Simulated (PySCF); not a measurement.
Compound: arsenic tetramer, As₄.
Numbering: `[As:1]12[As:2]3[As:3]1[As:4]23`

Geometry (PBE0-D3(BJ)/def2-TZVP, Å), atoms numbered from 1 in this order:
```
atom  x, y, z in Å
As1   -1.0028    0.0384   -1.0984
As2    0.6845    1.2834    0.1177
As3    1.0186   -1.0718   -0.3490
As4   -0.6548   -0.3809    1.2636
```

Method: TDDFT CAM-B3LYP/aug-cc-pVTZ, vertical, gas phase, core orbitals frozen in the response in PySCF. Geometry: PBE0-D3(BJ)/def2-TZVP; no solvent, vibrations or thermal averaging. Relativistic effects, spin–orbit coupling among them, are left out although an element past zinc is present.

Q: Predict the UV-vis stick spectrum at this level.

A: 

```
state  E (eV)  E (hartree)       f  symmetry              main configurations (H = HOMO, L = LUMO)
   S1    4.46       0.1638  0.0000         –  H-1/H→L+4 (≥55%), H-1/H→L+3 (≥25%), H-1/H→L+5 (≥12%)
   S2    4.46       0.1638  0.0000         –  H-1/H→L+5 (≥40%), H-1/H→L+3 (≥31%), H-1/H→L+4 (≥14%)
   S3    4.46       0.1639  0.0000         –  H-1/H→L+5 (≥42%), H-1/H→L+4 (≥18%), H-1/H→L+3 (≥14%)
   S4    4.69       0.1725  0.0000         –                                H-1/H→L/L+1/L+2 (≥77%)
   S5    4.69       0.1725  0.0000         –                                H-1/H→L/L+1/L+2 (≥76%)
   S6    4.70       0.1726  0.0000         –                                H-1/H→L/L+1/L+2 (≥78%)
   S7    4.80       0.1764   0.017        T2               H-1/H→L/L+1/L+2 (≥69%), H-1/H→L+5 (≥9%)
   S8    4.80       0.1764   0.017        T2                                H-1/H→L/L+1/L+2 (≥71%)
   S9    4.80       0.1765   0.017        T2                                H-1/H→L/L+1/L+2 (≥52%)
```

Triplets, Tamm–Dancoff:

| state | E (eV) | λ (nm) | main configurations (H = HOMO, L = LUMO) |
| --- | --- | --- | --- |
| T1 | 3.85 | 321.9 | H-1/H→L+3 (≥55%), H-1/H→L+4 (≥15%) |
| T2 | 3.85 | 321.8 | H-1/H→L+4 (≥25%), H-1/H→L+5 (≥22%), H-1/H→L+3 (≥19%) |
| T3 | 3.85 | 321.7 | H-1/H→L+4 (≥34%), H-1/H→L+5 (≥32%) |

The lowest singlet level (S1/S2/S3) lies at 4.46 eV (278 nm, ultraviolet) and is dark (f under 0.0005). The most intense listed level is S7/S8/S9 at 4.80 eV (258 nm, f = 0.052 summed), 0.34 eV above S1. It is the last of those listed, so stronger ones may follow. S1/S2/S3, S4/S5/S6 and S7/S8/S9 lie within about 0.01 eV of each other in each set; the point group Td has degenerate representations, and within a degenerate level the listed configurations can mix freely. The oscillator strengths of these states sum to 0.052; summed over the whole spectrum of an exact calculation they would give the number of electrons, 132 (Thomas–Reiche–Kuhn). The listed states span 0.34 eV, and the widest gap between neighbours is 0.23 eV (S3 to S4). Of the 9 states listed, 3 reach f = 0.01 and 6 stay under 0.0005. Symmetry labels in Td follow from the direction of the transition dipole and are given only for states with f of 0.002 or more. Orbitals of the list HOMO-3 to LUMO+2 that lie within 0.01 eV of each other are written together with a slash and their weights summed (≥ marks a lower bound); for degenerate orbitals outside that list single weights are arbitrary. The window holds the lowest 10 singlets. The highest level found (5.11 eV, f 0.023 so far) is left out, since the window may have cut off a degenerate partner.

Hardware: one thread, Arm Neoverse N1 (aarch64), no GPU, shared host with 64 logical CPUs at a one-minute load of 56. Cost: 93 s, 1.1 GiB resident at most.
